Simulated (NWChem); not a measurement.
# GaSiH3Cl2; SMILES [SiH3][Ga]([Cl])[Cl]

```xyz
7

Ga    -0.0042     0.0148     0.0108
Cl    -1.8042     1.2222    -0.0129
Cl     1.8158     1.1925    -0.0133
Si    -0.0107    -2.3871     0.0223
H      1.1189    -2.8849     0.8781
H      0.1880    -2.8540    -1.3936
H     -1.3259    -2.8907     0.5430
```
Atoms are numbered in this order, from 1.

Results from NWChem. Pople sets run with spherical d functions. Coordinates come from a PBE-D3(BJ)/def2-SVP optimisation. Vzz is the largest principal value of the second derivative of the potential at the nucleus (NWChem prints the opposite sign); η is the asymmetry. Non-relativistic.

For level CAM-B3LYP/6-31G*:

- Vzz Ga1 (a.u.) = 1.916
- η Ga1 = 0.48
- Vzz Cl3 (a.u.) = 1.752

Question: How do the values read with level Hartree-Fock/def2-SVP instead?

Answer: 
- Vzz Ga1 (a.u.) = 2.269
- η Ga1 = 0.60
- Vzz Cl3 (a.u.) = 1.589
